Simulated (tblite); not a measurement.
H2O4S, triplet, at a GFN2-xTB geometry (a higher spin typed on purpose: for a closed-shell molecule this is an excited state); tblite with IPEA1-xTB.

tblite was given this input:
```
$ tblite run mol.xyz --method ipea1 --charge 0 --spin 2 --json tblite.json --no-restart

# file mol.xyz
7

O     -0.13307246     1.81684757     0.23011247
S     -0.31393379    -0.30843444     0.09477987
O     -0.75687588    -0.61418215    -1.23743200
O      0.00619614    -1.38839378     1.00892756
O      1.30976951     0.46067151    -0.18712793
H     -0.21362264     2.18930983    -0.65175740
H      1.82842473     0.54609589     0.61943872
```

It wrote (shortened):

```
xTB calculator
 | screened Coulomb repulsion
 | Coulomb electrostatics
 |  * isotropic Klopman-Ohno-Mataga-Nishimoto electrostatics
 |  * onsite third-order electrostatics
 | DFT-D3(BJ) dispersion correction

halogen bonding energy    0.0000000000000E+00 Eh
repulsion energy          1.0865011702629E-01 Eh
dispersion energy        -1.9431534085675E-03 Eh
number of electrons       3.2000000000000E+01 e
integral cutoff           4.0000000000000E+01 bohr

------------------------------------------------------------
  cycle        total energy    energy error   density error
------------------------------------------------------------
      1     -22.93629783596  -2.3043005E+01   6.3735653E-01
      2     -23.07287368054  -1.3657584E-01   4.0781052E-01
      3     -23.26335737041  -1.9048369E-01   3.1443504E-01
      4     -23.51224187019  -2.4888450E-01   2.2623737E-02
      5     -23.51344361506  -1.2017449E-03   1.3497436E-02
      6     -23.51372475510  -2.8114004E-04   7.4403621E-03
      7     -23.51385348903  -1.2873393E-04   3.6693978E-03
      8     -23.51387449495  -2.1005921E-05   1.8516479E-03
      9     -23.51388498951  -1.0494559E-05   8.0851427E-04
     10     -23.51388727030  -2.2807979E-06   7.9151931E-05
     11     -23.51388729628  -2.5976529E-08   1.5891446E-05
------------------------------------------------------------

electronic energy        -2.3620594259899E+01 Eh
total energy             -2.3513887296281E+01 Eh

Post processing:
 | Mayer-Wiberg bond orders

[Info] JSON dump of results written to 'tblite.json'
```
